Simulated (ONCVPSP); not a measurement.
**Configuration tests for Al (Z = 13) (ONCV)**

aluminium (Al), optimised norm-conserving Vanderbilt (ONCV), made with ONCVPSP 4.0.1 (LDA (Perdew-Wang 92), scalar-relativistic). Core [Ne], reference 3s2 (charge +1). Waves: 3s: rc 1.65 bohr, ncon 3, nbas 6, qcut 3.8 1/bohr, 2 projectors, debl 2 Ha; p scattering state at 0.05 Ha: rc 1.65 bohr, ncon 4, nbas 7, qcut 4 1/bohr, 2 projectors, debl 1 Ha. Local part: polynomial inside 1.30 bohr (lpopt 1, dvloc0 3 Ha). Core correction: none.

Energies are relative to the spin-unpolarised reference configuration 3s2; without spin polarisation the order of configurations can differ from experiment.

**Question.** Give the all-electron excitation energy and the error of the potential for: 3s2 3p1; 3s1; 3s2 3p0.5; 3s1 3p1.

**Answer.**

```csv
valence configuration,charge,ΔE all-electron (eV),error AE − PS (meV)
3s2 3p1,0,-5.841,+6.8
3s1,+2,19.370,+61
3s2 3p0.5,+0.5,-3.719,+3.4
3s1 3p1,+1,5.819,+13
```

Levels in the configuration 3s1:

```csv
level,all-electron (eV),pseudo (eV)
3s,-23.929,-23.763
```

Note: ghosts flagged at negative energy: p at -3060.7 eV; GHOST(+) flagged for s at 121.3 eV. A true bound ghost makes a file unfit for plane-wave use.
